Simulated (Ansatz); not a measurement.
C$_{2}$H$_{5}$NSi, SMILES `C[SiH]1C=N1`. The species carries charge 0 and has multiplicity 1.

Cartesian coordinates in Å:
```
C -0.443 -0.299 -1.300
Si 0.130 0.591 0.223
C 0.328 -0.186 1.810
N 1.452 -0.113 1.208
H 0.164 -0.013 -2.163
H -0.361 -1.378 -1.159
H -1.484 -0.056 -1.526
H 0.104 2.066 0.116
H 0.111 -0.612 2.791
```

Question: List the harmonic frequencies (cm⁻¹, unscaled) at PBE0-D4/def2-TZVP in Ansatz. (Estimate.)

Answer: Computed: 111, 230, 246, 585, 637, 716, 734, 779, 842, 854, 919, 1184, 1278, 1443, 1446, 1591, 2258, 3053, 3098, 3133, 3151.

Question: Is this a minimum?

Answer: Yes, all 21 modes are real.

Question: Give the ideal-gas thermochemistry at 298.15 K and 1 bar (rigid rotor, harmonic oscillator; point group C1, symmetry number 1).

Answer: Zero-point energy 169.2 kJ/mol; H(298) − E = 185.8 kJ/mol; entropy 302.7 J/(mol·K), of which translation 162.0, rotation 102.5, vibration 38.2; G(298) − E = 95.6 kJ/mol.

Question: And at 400, 500, 600, 800 and 1000 K?

Answer: 
```json
{"T (K)": "400", "H − E (kJ/mol)": "195.3", "S (J/mol/K)": "329.9", "G − E (kJ/mol)": "63.3"}
{"T (K)": "500", "H − E (kJ/mol)": "206.2", "S (J/mol/K)": "354.3", "G − E (kJ/mol)": "29.1"}
{"T (K)": "600", "H − E (kJ/mol)": "218.5", "S (J/mol/K)": "376.6", "G − E (kJ/mol)": "-7.5"}
{"T (K)": "800", "H − E (kJ/mol)": "246.1", "S (J/mol/K)": "416.2", "G − E (kJ/mol)": "-86.9"}
{"T (K)": "1000", "H − E (kJ/mol)": "276.8", "S (J/mol/K)": "450.4", "G − E (kJ/mol)": "-173.6"}
```
